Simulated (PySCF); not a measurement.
# From a computed spectrum to the compound

A species of 8 atoms with charge 0 has these harmonic modes (PBE0, small Gaussian bases with core potentials, PySCF 2.14.0):

| cm⁻¹ | km/mol | symmetry |
| --- | --- | --- |
| 50 | 0.0 | a2 |
| 141 | 2.7 | e |
| 141 | 2.7 | e |
| 233 | 522.8 | a1 |
| 338 | 363.1 | a1 |
| 528 | 5.9 | e |
| 528 | 5.9 | e |
| 559 | 152.1 | e |
| 559 | 152.1 | e |
| 1210 | 175.5 | a1 |
| 1402 | 922.4 | e |
| 1402 | 922.4 | e |
| 1472 | 29.8 | a1 |
| 1622 | 30.4 | e |
| 1622 | 30.4 | e |
| 3482 | 29.0 | a1 |
| 3605 | 50.7 | e |
| 3605 | 50.7 | e |

(1) Which species is it, and in which structure?

Answers

(1) ErH3(NH3) (singlet in the valence; each metal's 4f electrons, 11 of them, lie in its core potential, out of spins and levels):
```xyz
8

Er    0.1312   -0.1312    0.1312
H     1.0756    1.3744    1.0756
H    -1.3744   -1.0756    1.0756
H     1.0756   -1.0756   -1.3744
N    -1.2849    1.2849   -1.2849
H    -1.8948    1.8948   -0.7354
H    -0.7354    1.8948   -1.8948
H    -1.8948    0.7354   -1.8948
```
Ideal gas at 298.15 K and 1 bar: S = 341.2 J/(mol K), Cp = 93.5 J/(mol K), H − H(0 K) = 20.0 kJ/mol (rigid rotor, harmonic modes, spin degeneracy alone, that of the 4f electrons in the core included; the modes under 60 cm⁻¹ make these uncertain). An lcecp potential fixes the number of 4f electrons, so in runs with it no electron can move into or out of that shell.
 The answer isn't unique; the calculation gave this one.
